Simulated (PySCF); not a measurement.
C5H7F, SMILES C=CC(F)C=C. Geometry optimised at B3LYP-D3(BJ)/def2-SVP. Other conformers were not sampled.

The numbers are results of PySCF 2.14.0 with B3LYP-D3(BJ)/def2-SVP, not measurements.

Harmonic wavenumbers (cm⁻¹): 81, 114, 249, 306, 348, 473, 496, 673, 707, 896, 962, 963, 979, 1023, 1028, 1046, 1087, 1192, 1288, 1294, 1318, 1337, 1425, 1442, 1722, 1729, 3015, 3133, 3140, 3156, 3160, 3231, 3237. Rotational constants (GHz): 4.199, 3.188, 1.970; symmetry number 1.

Work out the zero-point energy and the ideal-gas rigid-rotor harmonic-oscillator thermochemistry at 298.15 K and 1 atm.

ZPE = ½ Σ hcν = ½ × 46249 cm⁻¹ = 66.12 kcal/mol. H − E(el) = 70.89 kcal/mol. Entropy in cal/(mol K): translation 39.27, rotation 26.90, vibration 14.35, total 80.53. G − E(el) = 46.88 kcal/mol. Cp = 25.23 cal/(mol K). Modes under 150 cm⁻¹ make the vibrational entropy uncertain.
